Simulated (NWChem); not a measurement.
# GaO, doublet; SMILES [Ga]=[O]

Computed with NWChem. Spin-unrestricted. Structure relaxed at the PBE0/def2-SVP, spin-unrestricted level. No stability test was run on the SCF state. Vertical excitations in the gas phase; the lowest state need not have the same character in each row. Excited states of an open shell can be spin-contaminated.

For level PBE/def2-SVP, TDA:

```yaml
lowest excitation (eV): 0.86
lowest state with f > 0.02 (eV): 3.68
lowest empty minus highest occupied level, either spin (eV): 0.96
```

Q: How do the values read with level LDA (Slater exchange, VWN5)/def2-SVP, TDA instead?

A: The lowest excitation (eV) is 0.74, the lowest state with f > 0.02 (eV) is 3.78 and the lowest empty minus highest occupied level, either spin (eV) is 0.71.
